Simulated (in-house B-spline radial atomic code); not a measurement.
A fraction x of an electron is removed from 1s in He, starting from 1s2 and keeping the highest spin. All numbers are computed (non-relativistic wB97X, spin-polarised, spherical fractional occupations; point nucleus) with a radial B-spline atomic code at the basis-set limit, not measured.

Caution: exact exchange at fractional occupations of open shells leaves self-interaction of up to several eV.

```tsv
x	E(x) - E(0) (eV)	1s down level (eV)
0	0.0000	-20.908
0.1	2.1311	-21.719
0.22	4.7973	-22.722
0.33	7.3483	-23.660
0.45	10.2492	-24.688
0.5	11.4942	-25.113
0.57	13.2727	-25.698
0.68	16.1484	-26.577
0.87	21.3180	-27.656
0.96	23.7769	-26.179
```
